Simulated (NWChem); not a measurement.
System: C4H6O; SMILES C1=CCOC1

Here is an NWChem input.

```
start job
memory heap 200 mb stack 900 mb global 1100 mb
geometry units angstroms noautoz
  C      0.000000    -0.665560     1.043885
  C      0.000000     0.665560     1.043885
  C      0.000000     1.171918    -0.373522
  O      0.000000     0.000000    -1.190870
  C      0.000000    -1.171918    -0.373522
  H      0.000000    -1.317795     1.910723
  H      0.000000     1.317795     1.910723
  H      0.886653     1.785746    -0.602076
  H     -0.886653     1.785746    -0.602076
  H      0.886653    -1.785746    -0.602076
  H     -0.886653    -1.785746    -0.602076
end
basis spherical
  * library def2-tzvp
end
dft
  xc b3lyp
  iterations 150
  semidirect filesize 400000000
  mulliken
end
task dft energy
```

Parts of the log:

```
             Northwest Computational Chemistry Package (NWChem) 7.3.0
             --------------------------------------------------------

 C2V symmetry detected

                             Geometry "geometry" -> ""
                             -------------------------

 Output coordinates in angstroms (scale by  1.889725989 to convert to a.u.)

  No.       Tag          Charge          X              Y              Z
 ---- ---------------- ---------- -------------- -------------- --------------
    1 C                    6.0000     0.00000000    -0.66556000     1.04571295
    2 C                    6.0000     0.00000000     0.66556000     1.04571295
    3 C                    6.0000     0.00000000     1.17191800    -0.37169405
    4 O                    8.0000     0.00000000     0.00000000    -1.18904205
    5 C                    6.0000     0.00000000    -1.17191800    -0.37169405
    6 H                    1.0000     0.00000000    -1.31779500     1.91255095
    7 H                    1.0000     0.00000000     1.31779500     1.91255095
    8 H                    1.0000     0.88665300     1.78574600    -0.60024805
    9 H                    1.0000    -0.88665300     1.78574600    -0.60024805
   10 H                    1.0000     0.88665300    -1.78574600    -0.60024805
   11 H                    1.0000    -0.88665300    -1.78574600    -0.60024805

 Effective nuclear repulsion energy (a.u.)     173.8413600719

      Symmetry information
      --------------------

 Group name             C2v
 Group number             16
 Group order               4
 No. of unique centers     5

                                 NWChem DFT Module
                                 -----------------

 Summary of "ao basis" -> "ao basis" (spherical)
 ------------------------------------------------------------------------------
       Tag                 Description            Shells   Functions and Types
 ---------------- ------------------------------  ------  ---------------------
 C                         def2-tzvp                11       31   5s3p2d1f
 O                         def2-tzvp                11       31   5s3p2d1f
 H                         def2-tzvp                 4        6   3s1p

      Symmetry analysis of basis
      --------------------------

        a1         67
        a2         30
        b1         34
        b2         60

            General Information
            -------------------
          SCF calculation type: DFT
          Wavefunction type:  closed shell.
          No. of atoms     :    11
          No. of electrons :    38
           Alpha electrons :    19
            Beta electrons :    19
          Charge           :     0
          Spin multiplicity:     1
          Use of symmetry is: on ; symmetry adaption is: on
          Maximum number of iterations: 150
          AO basis - number of functions:   191
                     number of shells:    79
          Convergence on energy requested:  1.00D-06
          Convergence on density requested:  1.00D-05
          Convergence on gradient requested:  5.00D-04

              XC Information
              --------------
                         B3LYP Method XC Potential
                     Hartree-Fock (Exact) Exchange  0.200
                        Slater Exchange Functional  0.800 local
                    Becke 1988 Exchange Functional  0.720 non-local
              Lee-Yang-Parr Correlation Functional  0.810
                  VWN I RPA Correlation Functional  0.190 local

             Grid Information
             ----------------
          Grid used for XC integration:  medium
          Radial quadrature: Mura-Knowles
          Angular quadrature: Lebedev.
          Tag              B.-S. Rad. Rad. Pts. Rad. Cut. Ang. Pts.
          ---              ---------- --------- --------- ---------
          C                   0.70       49          10.0       434
          O                   0.60       49          10.0       434
          H                   0.35       45          11.0       434
          Grid pruning is: on
          Number of quadrature shells:   237
          Spatial weights used:  Erf1

      Superposition of Atomic Density Guess
      -------------------------------------

 Sum of atomic energies:        -228.46847526

      Non-variational initial energy
      ------------------------------

 Total energy =    -231.629562
 1-e energy   =    -652.506449
 2-e energy   =     247.035527
 HOMO         =      -0.270714
 LUMO         =       0.014697

      Symmetry analysis of molecular orbitals - initial
      -------------------------------------------------

  Numbering of irreducible representations:

     1 a1          2 a2          3 b1          4 b2

  Orbital symmetries:

     1 a1          2 a1          3 b2          4 a1          5 b2
     6 a1          7 a1          8 b2          9 a1         10 b2
    11 a1         12 b1         13 b2         14 a2         15 a1
    16 a1         17 b2         18 b1         19 b1         20 a2
    21 a1         22 a1         23 b2         24 a1         25 b2
    26 b1         27 a2         28 b2         29 a1

------------------------------------------------------------
EAF file 0: "./job.aoints.0" size=272105472 bytes
------------------------------------------------------------
               write      read    awrite     aread      wait
               -----      ----    ------     -----      ----
     calls:      519         0         0         0         0
   data(b): 2.72e+08  0.00e+00  0.00e+00  0.00e+00
   time(s): 0.00e+00  0.00e+00  0.00e+00  0.00e+00  0.00e+00
rate(mb/s): 0.00e+00  0.00e+00
------------------------------------------------------------

     ---------------------------------------------
      Total Density - Mulliken Population Analysis
     ---------------------------------------------

    Atom       Charge   Shell Charges
 -----------   ------   -------------------------------------------------------
    1 C    6     6.20   0.86  1.12  0.58  0.59  0.11  1.22  1.30  0.35  0.02  0.06  0.01
    2 C    6     6.20   0.86  1.12  0.58  0.59  0.11  1.22  1.30  0.35  0.02  0.06  0.01
    3 C    6     5.96   0.86  1.12  0.54  0.64  0.09  1.10  1.20  0.29  0.02  0.09  0.01
    4 O    8     8.53   0.79  1.18  0.59  0.95  0.24  1.93  2.12  0.68  0.00  0.03  0.00
    5 C    6     5.96   0.86  1.12  0.54  0.64  0.09  1.10  1.20  0.29  0.02  0.09  0.01
    6 H    1     0.83   0.24  0.45  0.12  0.02
    7 H    1     0.83   0.24  0.45  0.12  0.02
    8 H    1     0.87   0.25  0.46  0.14  0.02
    9 H    1     0.87   0.25  0.46  0.14  0.02
   10 H    1     0.87   0.25  0.46  0.14  0.02
   11 H    1     0.87   0.25  0.46  0.14  0.02

   convergence    iter        energy       DeltaE   RMS-Dens  Diis-err
 ---------------- ----- ----------------- --------- --------- ---------
 d= 0,ls=0.0,diis     1   -231.2356847092 -4.05D+02  3.98D-03  8.47D-01
 d= 0,ls=0.0,diis     2   -231.2570309076 -2.13D-02  2.48D-03  5.88D-01
 d= 0,ls=0.0,diis     3   -231.2966412828 -3.96D-02  8.75D-04  1.82D-01
 d= 0,ls=0.0,diis     4   -231.3107937631 -1.42D-02  2.10D-04  3.69D-03
 d= 0,ls=0.0,diis     5   -231.3111400106 -3.46D-04  7.10D-05  4.72D-04
  Resetting Diis
 d= 0,ls=0.0,diis     6   -231.3111959659 -5.60D-05  6.85D-06  3.28D-06
 d= 0,ls=0.0,diis     7   -231.3111963674 -4.01D-07  1.37D-06  7.87D-08

         Total DFT energy =     -231.311196367369
      One electron energy =     -657.045622846684
           Coulomb energy =      284.458874302601
    Exchange-Corr. energy =      -32.565807895162
 Nuclear repulsion energy =      173.841360071876

 Numeric. integr. density =       38.000013979603

                  Occupations of the irreducible representations
                  ----------------------------------------------

                     irrep           alpha         beta
                     --------     --------     --------
                     a1                9.0          9.0
                     a2                1.0          1.0
                     b1                3.0          3.0
                     b2                6.0          6.0

                       DFT Final Molecular Orbital Analysis
                       ------------------------------------

 Vector   17  Occ=2.000000D+00  E=-3.322779D-01  Symmetry=a1
              MO Center= -8.9D-14, -1.1D-15, -7.1D-01, r^2= 2.0D+00
   Bfn.  Coefficient  Atom+Function         Bfn.  Coefficient  Atom+Function
  ----- ------------  ---------------      ----- ------------  ---------------
   101      0.371282   4 O  pz              104      0.304750   4 O  pz
   107      0.223881   4 O  pz               70     -0.149738   3 C  pz
   132     -0.149738   5 C  pz                8      0.138962   1 C  pz
    39      0.138962   2 C  pz               97     -0.132943   4 O  s
    11      0.111675   1 C  pz               42      0.111675   2 C  pz

 Vector   18  Occ=2.000000D+00  E=-2.870842D-01  Symmetry=b1
              MO Center= -2.0D-14,  3.4D-16,  1.5D-01, r^2= 2.4D+00
   Bfn.  Coefficient  Atom+Function         Bfn.  Coefficient  Atom+Function
  ----- ------------  ---------------      ----- ------------  ---------------
    99      0.317474   4 O  px              102      0.263118   4 O  px
     6     -0.230446   1 C  px               37     -0.230446   2 C  px
     9     -0.196528   1 C  px               40     -0.196528   2 C  px
   105      0.193934   4 O  px               12     -0.134106   1 C  px
    43     -0.134106   2 C  px               74      0.038239   3 C  px

[...]
```

Level: B3LYP/def2-TZVP. The geometry was optimised at B3LYP/6-31G* (spherical d).
